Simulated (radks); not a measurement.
The numbers below are computed, except where a source is named.
Removal energies from the tantalum ion Ta6+, [Kr] 4d10 4f14 5s2 5p5, by Delta-SCF beside the eigenvalue of the level emptied. Code: a radial shooting solver on a logarithmic mesh with Libxc functionals. Model: non-relativistic Kohn-Sham, PBE, spin-polarised, spherical densities, point nucleus. Open shells are filled with parallel spins first.

| removed from | final configuration | Delta-SCF (eV) | -eigenvalue (eV) |
|---|---|---|---|
| 5p | [Kr] 4d10 4f14 5s2 5p4 | 116.89 | 108.60 |
| 4f | [Kr] 4d10 4f13 5s2 5p5 | 122.36 | 108.77 |
| 5s | [Kr] 4d10 4f14 5s1 5p5 | 142.01 | 133.16 |
| 4d | [Kr] 4d9 4f14 5s2 5p5 | 316.51 | 301.91 |
